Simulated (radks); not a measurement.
Task: Radial electron density D(r) = 4 pi r^2 rho(r) of an atom or ion with 5 electrons. Calculated with a radial shooting solver on a logarithmic mesh with Libxc functionals: scalar-relativistic Kohn-Sham, BLYP, spin-polarised, spherical densities, finite nucleus; Fermi nuclear charge, rms radius of each element as measured or else 0.836 A^(1/3) + 0.57 fm.

r (bohr),D(r) (e/bohr),spin D(r)
0.01031,0.1536,0.00000861
0.01269,0.2262,0.0000132
0.01562,0.3308,0.0000203
0.01923,0.4799,0.0000320
0.02368,0.6893,0.0000515
0.02892,0.9651,0.0000839
0.03561,1.349,0.000145
0.04384,1.852,0.000259
0.05398,2.486,0.000481
0.06646,3.245,0.000921
0.08183,4.096,0.00180
0.1007,4.959,0.00353
0.124,5.709,0.00690
0.1527,6.181,0.0133
0.188,6.212,0.0251
0.2297,5.734,0.0449
0.2828,4.755,0.0791
0.3482,3.508,0.133
0.4286,2.348,0.211
0.5278,1.609,0.315
0.6498,1.429,0.438
0.8,1.672,0.559
0.985,2.000,0.635
1.213,2.076,0.628
1.493,1.769,0.528
1.838,1.207,0.369
2.245,0.6643,0.214
2.765,0.2730,0.0964
3.404,0.08197,0.0329
4.191,0.01689,0.00803
5.16,0.002241,0.00129

What is the nuclear charge?

Result: Z = 6. The innermost maximum, from 1s, lies near gamma/Z bohr with gamma = sqrt(1 - (Z/c)^2) = 0.999, here 0.167 bohr (found: 0.172), and its height grows with Z. The density is that of the carbon ion C+ in [He] 2s2 2p1; the configuration itself is not fixed sharply by these data. D(r) has 2 maxima, at r = 0.172, 1.14 bohr, and minima at 0.629 bohr, inside which lie 2.12 electrons.
